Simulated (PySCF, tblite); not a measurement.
Isomers of C2H13NSSi4. All values are computed: GFN2-xTB (tblite) harmonic vibrations without scaling, gas phase. The method is semi-empirical: single wavenumbers can be off by several per cent or more. Modes of hydrogen on silicon can be 10 to 20 % off. One conformer each.

Electronic energies: PBE0/pcSseg-1 single points on the GFN2-xTB geometries (PySCF, gas phase).

| SMILES | electronic energy, lowest = 0 (kcal/mol) |
| --- | --- |
| [SiH3]C[SiH2]N1[SiH2]CS[SiH2]1 | 0.0 |
| C[SiH2][Si@@]1([SiH3])CN[SiH2]S1 | 11.5 |
| C[SiH2][C@@H]1[SiH2]N[SiH2][SiH2]S1 | 12.1 |
| CN(C)[Si@H]1[SiH2][SiH2]S[SiH2]1 | 23.6 |
| C=C[SiH2]N([SiH3])[SiH2]S[SiH3] | 16.0 |

Problem. How do GFN2-xTB zero-point energies change the relative energies?

Solution. 
```
                             SMILES  ZPE (kcal/mol)  of it from modes above 1550 cm⁻¹  electronic (kcal/mol)  with ZPE, lowest = 0 (kcal/mol)  lowest mode (cm⁻¹)  rings
     [SiH3]C[SiH2]N1[SiH2]CS[SiH2]1            85.0                              46.1                    0.0                              0.0                   9      1
   C[SiH2][Si@@]1([SiH3])CN[SiH2]S1            87.4                              48.5                   11.5                             14.0                  13      1
C[SiH2][C@@H]1[SiH2]N[SiH2][SiH2]S1            85.9                              47.4                   12.1                             13.0                  39      1
    C=C[SiH2]N([SiH3])[SiH2]S[SiH3]            82.5                              48.2                   16.0                             13.6                  14      0
   CN(C)[Si@H]1[SiH2][SiH2]S[SiH2]1            88.7                              47.5                   23.6                             27.3                  23      1
```

The zero-point energies span 6.2 kcal/mol, from `C=C[SiH2]N([SiH3])[SiH2]S[SiH3]` to `CN(C)[Si@H]1[SiH2][SiH2]S[SiH2]1`. The lowest isomer stays, but the order above it changes.

Problem. And how do the electronic energies of GFN2-xTB itself compare?

Solution. `[SiH3]C[SiH2]N1[SiH2]CS[SiH2]1` 0.2; `C[SiH2][Si@@]1([SiH3])CN[SiH2]S1` 29.8; `C[SiH2][C@@H]1[SiH2]N[SiH2][SiH2]S1` 25.9; `C=C[SiH2]N([SiH3])[SiH2]S[SiH3]` 0.0; `CN(C)[Si@H]1[SiH2][SiH2]S[SiH2]1` 31.4 kcal/mol, lowest = 0. Against the energies above, taken from the same isomer `[SiH3]C[SiH2]N1[SiH2]CS[SiH2]1`, the largest difference is 18.1 kcal/mol.
